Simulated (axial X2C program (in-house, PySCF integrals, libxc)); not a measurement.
## BaP: from the spin-free to the two-component result

Calculated with an in-house all-electron X2C program for linear molecules (integrals from PySCF). Spin-free means the one-electron spin-free X2C Hamiltonian; two-component (2c) means X2C with spin–orbit coupling and atomic mean-field two-electron Coulomb and Gaunt terms, so the difference of the two also holds small scalar two-electron terms. Basis: Ba dyall-cv3z [14s14p9d5f1g], P dyall-v3z [8s7p2d1f] (cores contracted in-house); Gaussian nuclei, density fitting, unrestricted open shells. Masses: Ba 137.905 u, P 30.974 u.

Spin-free state: M_S = 1/2, Λ = 0 (beyond evenly filled blocks: σα); fragments Ba + P.

```tsv
level	Re (Å)	ωe (cm⁻¹)	De (eV)	μ (D)
PBE0	2.518	358.9	2.040	-9.93
```

Dipoles are positive if P is the positive end.

Two-component determinant lowest at the distance of the search:

Ω = 1/2 (⟨Sz⟩ = 0.50, ⟨Lz⟩ = 0.00 at PBE0); fragments Ba + P.

```csv
level,Re (Å),ωe (cm⁻¹),De (eV),μ (D)
PBE0,2.518,359.1,2.049,-9.90
```

**Question.** From the two tables, how do the constants change at the PBE0 level (2c against spin-free)?

**Answer.** At the PBE0 level Re doesn't move by more than 0.001 Å and ωe is unchanged to within 0.2 cm⁻¹; De changes by 0.009 eV.

One determinant describes the state; a PBE0 search over occupations chose it and may have missed a lower one. De is counted from the lowest determinant-based energies of the atoms at the same level, without counterpoise correction. Density functionals use the spin component along the axis (collinear). Other states lie close and PBE0, whose exact exchange favours high spin, may order them wrongly; the determinant shown need not be the ground state. The nearest other spin-free determinant of the search, M_S = 1/2, Λ = 1, lies 0.26 eV up at the distance of the search.
